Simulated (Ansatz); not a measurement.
Reaction (atomization): `[NH2][GeH2][SiH](N)O` → Ge• + 8 H• + 2 N• + O• + Si•

Program: Ansatz. Geometries: PBE0-D4/def2-TZVP. ΔE: electronic, gas phase. CCSD(T)/CBS is the MP2 limit (def2-TZVPP, def2-QZVPP) plus CCSD(T) − MP2 in def2-TZVPP, frozen cores. This one scheme is used for every species, atoms too. DFT in def2-TZVPP. Open shells (•) are unrestricted, without spin–orbit coupling. Spin–orbit coupling would lower the free atoms: a little for O, Si; clearly for Ge. For Ge outer-core shells are correlated without core-valence functions, so the limit isn't a true one: a few kJ/mol of doubt a bond, and 10 to 20 or more in all where bonds break to atoms. Scalar relativity is left out up to krypton. One conformer a species, not always the lowest.

`[NH2][GeH2][SiH](N)O`:

Cartesian coordinates in Å:
```
N 1.633 1.898 -0.082
Ge 0.061 1.198 -0.758
Si -0.070 -1.045 0.015
N -1.679 -1.606 -0.082
O 0.580 -0.901 1.534
H 1.717 2.901 -0.168
H 1.769 1.645 0.888
H -1.208 1.984 -0.318
H 0.132 1.315 -2.292
H 0.714 -2.039 -0.769
H -2.469 -1.074 0.243
H -1.908 -2.572 -0.247
H 0.729 -1.704 2.036
```

| species | PBE0 energy (Eh) |
| --- | --- |
| `[NH2][GeH2][SiH](N)O` | -2555.63278 |
| Ge• | -2076.65516 |
| H• | -0.50104 |
| N• | -54.54382 |
| O• | -75.01860 |
| Si• | -289.24948 |

Task: Work out ΔE.

Result: ΔE = 8 × (-0.50104) + 2 × (-54.54382) + (-2076.65516) + (-75.01860) + (-289.24948) − (-2555.63278) = 1.61358 Eh = +1012.5 kcal/mol. CCSD(T)/CBS gives +1033.9 kcal/mol.

Largest T1 diagnostic among the species: 0.012.

The D4 term adds +10.8 kcal/mol with B3LYP and +5.7 kcal/mol with PBE0; it sums over pairs of atoms, weighted by their polarisabilities, and B3LYP, whose exchange is more repulsive, gets the larger term. From PBE to PBE0 (25 % exact exchange), in def2-TZVPP and without D4, ΔE moves by −18.6 kcal/mol: exact exchange takes away binding that semilocal exchange gives to molecules.

B3LYP here is the variant with VWN-RPA as its local correlation; programs differ in this.

For atomizations the MP2-based limit and the directly extrapolated one differ by several kJ/mol either way, and by 10 to 25 for some Ge, Se and Sn compounds, so smaller differences from it don't rank the levels.
